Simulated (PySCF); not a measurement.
CH4F2OSSi.

```xyz
10

C      2.0750     0.7419    -0.8648
S      1.4202    -0.4151     0.4152
Si    -0.6309    -0.0750     0.1080
O     -0.9454     1.5357     0.0895
F     -1.4363    -0.8379     1.2759
F     -1.1965    -0.6919    -1.2773
H      1.6742     1.7515    -0.7090
H      1.8327     0.3854    -1.8750
H      3.1650     0.7527    -0.7366
H     -1.7527     1.8328    -0.3492
```

Geometry: B3LYP-D3(BJ)/def2-SVP. The structure was generated by enumeration, and PubChem lists no compound with its InChIKey, so it may never have been made. Other conformers were not sampled.

Level of theory: PBE/pcSseg-1 (PySCF). Non-relativistic, no solvent.

Computed absolute GIAO shielding of each atom: isotropic value and principal components (ppm):
```json
[
 {"atom": "C1", "σ(iso)": "165.1", "σ11": "151.8", "σ22": "157.1", "σ33": "186.3", "span": "34.5"},
 {"atom": "S2", "σ(iso)": "647.4", "σ11": "575.5", "σ22": "579.5", "σ33": "787.2", "span": "211.8"},
 {"atom": "Si3", "σ(iso)": "371.1", "σ11": "330.6", "σ22": "364.8", "σ33": "418.0", "span": "87.4"},
 {"atom": "O4", "σ(iso)": "266.6", "σ11": "230.9", "σ22": "253.8", "σ33": "315.0", "span": "84.0"},
 {"atom": "F5", "σ(iso)": "286.1", "σ11": "231.9", "σ22": "246.6", "σ33": "379.9", "span": "147.9"},
 {"atom": "F6", "σ(iso)": "287.6", "σ11": "235.6", "σ22": "249.5", "σ33": "377.7", "span": "142.0"},
 {"atom": "H7", "σ(iso)": "28.9", "σ11": "23.0", "σ22": "28.2", "σ33": "35.5", "span": "12.5"},
 {"atom": "H8", "σ(iso)": "29.1", "σ11": "23.6", "σ22": "27.1", "σ33": "36.5", "span": "12.9"},
 {"atom": "H9", "σ(iso)": "29.3", "σ11": "23.9", "σ22": "26.4", "σ33": "37.6", "span": "13.7"},
 {"atom": "H10", "σ(iso)": "28.9", "σ11": "21.3", "σ22": "22.9", "σ33": "42.4", "span": "21.1"}
]
```
